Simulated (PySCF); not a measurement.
CH₅NO₂Si₂, SMILES N#CO[Si@H](O)[SiH3]. Atoms are numbered in the order given.

```xyz
11

N      2.2432    -0.8269     1.5317
C      1.8322    -0.3098     0.5749
O      1.3802     0.2541    -0.4781
Si    -0.2944     0.6419    -0.7120
O     -0.6783     1.9872     0.1627
Si    -1.5421    -1.2384    -0.0625
H     -0.3237     1.0278    -2.1382
H     -0.8381     1.8927     1.1071
H     -0.9692    -2.4720    -0.6754
H     -2.9488    -1.0416    -0.5256
H     -1.5190    -1.3388     1.4274
```
Charge 0, spin multiplicity 1.

Coordinates come from a PBE0-D3(BJ)/def2-SVP optimisation. The structure was generated by enumeration; whether it is a known compound was not checked. One conformer was computed; it need not be the lowest.

Two levels are set side by side: PBE/pcSseg-1 (PySCF) and B3LYP/pcSseg-1 (PySCF). GIAO shifts against H2O (¹⁷O), NH3 (¹⁵N), TMS (²⁹Si), TMS (¹H), TMS (¹³C) at the same level; non-relativistic, no solvent, atoms listed together averaged. Differences are taken from unrounded values.

```json
[
 {"quantity": "δ(¹⁵N) of N1 (ppm)", "B3LYP": "191.8", "PBE": "188.6", "PBE minus B3LYP": "-3.2"},
 {"quantity": "δ(¹³C) of C2 (ppm)", "B3LYP": "116.7", "PBE": "113.6", "PBE minus B3LYP": "-3.2"},
 {"quantity": "δ(¹⁷O) of O3 (ppm)", "B3LYP": "98.5", "PBE": "111.4", "PBE minus B3LYP": "13.0"},
 {"quantity": "δ(²⁹Si) of Si4 (ppm)", "B3LYP": "8.4", "PBE": "12.6", "PBE minus B3LYP": "4.2"},
 {"quantity": "δ(¹⁷O) of O5 (ppm)", "B3LYP": "82.3", "PBE": "93.6", "PBE minus B3LYP": "11.3"},
 {"quantity": "δ(²⁹Si) of Si6 (ppm)", "B3LYP": "-112.1", "PBE": "-118.4", "PBE minus B3LYP": "-6.3"},
 {"quantity": "δ(¹H) of H7 (ppm)", "B3LYP": "5.22", "PBE": "5.50", "PBE minus B3LYP": "0.28"},
 {"quantity": "δ(¹H) of H8 (ppm)", "B3LYP": "3.10", "PBE": "3.19", "PBE minus B3LYP": "0.09"}
]
```

Rough cost on one machine, each run with all the roots and properties that it gave: B3LYP against PBE within a factor of 2.
